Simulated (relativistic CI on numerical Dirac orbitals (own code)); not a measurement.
Method of calculation: Dirac-Coulomb-Breit CI, orbitals from a KLI potential per configuration, model QED (radiative potential, 1s self-energy scaled to tabulated hydrogen-like ionisation energies), unscaled Slater integrals (own radial code, finite nucleus).

The strongest absorption lines from the ground level of an ion, among the configurations computed and to levels below about 455 eV (vacuum wavelength in Å, gf): 28.769 (0.14), 32.168 (0.42), 43.437 (0.086), 44.813 (0.65), 45.679 (0.27), 59.002 (8.1), 74.558 (0.046), 79.520 (0.0022).

Problem. Which ion is it?
A. Tb19+
B. Ho19+
C. Ho21+
D. Ho23+

Solution. C. Ho21+ has 46 electrons and the ground level 4s²4p⁶4d¹⁰ ¹S0; the strongest line goes to 4s²4p⁶4d⁹4f ¹P°1. The pattern of lines fixes the number of electrons, and along that sequence the line energies rise steadily with the charge (about as its square where n changes within one kind of shell, about linearly where n is kept but much faster in heavy ions where fine structure, which grows about as Z⁴, sets the gap, and irregularly where shells cross), which fixes Z. Configurations outside the model, such as inner-shell arrays, can give stronger lines. At this charge energies of transitions that change n are usually good to better than 1 %, and those within a shell (Δn = 0) to a few per cent.

LS names give the leading component of a level, which can be under half, so a name can repeat, a term be missing and a line seem to break the LS rules.
